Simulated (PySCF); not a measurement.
A GIAO shielding run with PySCF (density fitting, non-relativistic, gas phase) on SMILES [C@@H]12C[C@@H](F)[C@@](F)([SiH2]C1)S2, C5H8F2SSi:

```
$ OMP_NUM_THREADS=1 python probes_run.py task.json out

{"job": {"kind": "nmr", "xc": "PBE0", "basis": "pcSseg-1"}, "charge": 0, "multiplicity": 1}
F     -0.182107     0.527213     2.172351
C      0.813688     0.416185     1.216035
C      0.557668     1.410631     0.079157
C      0.244033     0.593608    -1.173408
C     -1.149785    -0.032477    -1.134228
Si    -1.063071    -1.425881     0.174076
C      0.762238    -0.981397     0.610999
F      1.474864    -1.881650     1.346846
S      1.465141    -0.762608    -1.074453
H      1.756474     0.594635     1.744122
H      1.444168     2.021609    -0.092108
H     -0.271023     2.067573     0.347108
H      0.419940     1.163705    -2.085353
H     -1.894670     0.731034    -0.909938
H     -1.390425    -0.430072    -2.120129
H     -1.960366    -1.240352     1.305670
H     -1.033765    -2.759725    -0.416655
```

Hardware: 1 thread of an Arm Neoverse N1, shared host. The job also computes population analyses, field gradients, ring-centre shieldings.

Task: How large is the calculation?

Result: 86 electrons, 207 basis functions and 1119 auxiliary functions.

Task: How long does it take, and how much memory does it need?

Result: 75 s of wall time, with 14 SCF cycles and 5 response iterations; peak memory 0.92 GiB. Times on a shared host scatter by some tens of per cent.
